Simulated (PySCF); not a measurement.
Ionisation energy of As by level of theory

As [Ar] 3d10 4s2 4p3 (4S) → As⁺ [Ar] 3d10 4s2 4p2 (3P), as a difference of total energies. All numbers are calculated (PySCF 2.14, no relativity, point nucleus, in 6-31G* (5s4p3d, 32 functions)). Correlated levels: valence: [Ar] 3d10 frozen. The calculations carry no spin-orbit coupling.

| method | ionisation energy (eV) |
| --- | --- |
| UHF | 9.460 |
| MP2 (valence) | 9.770 |
| SCS-MP2 (valence) | 9.657 |
| CCSD (valence) | 9.714 |
| CCSD(T) (valence) | 9.718 |

Estimate what BP86 gives.

10.008 eV, closest to MP2 (valence) among the rows shown.

Estimate what TPSS gives.

9.974 eV, closest to MP2 (valence) among the rows shown.

These non-relativistic numbers lack the scalar-relativistic shift.

Errors of the correlated levels include the incompleteness of this basis and the frozen core.

For comparison: 10.008 eV (measured; NIST levels, between the centres of gravity of the two terms).
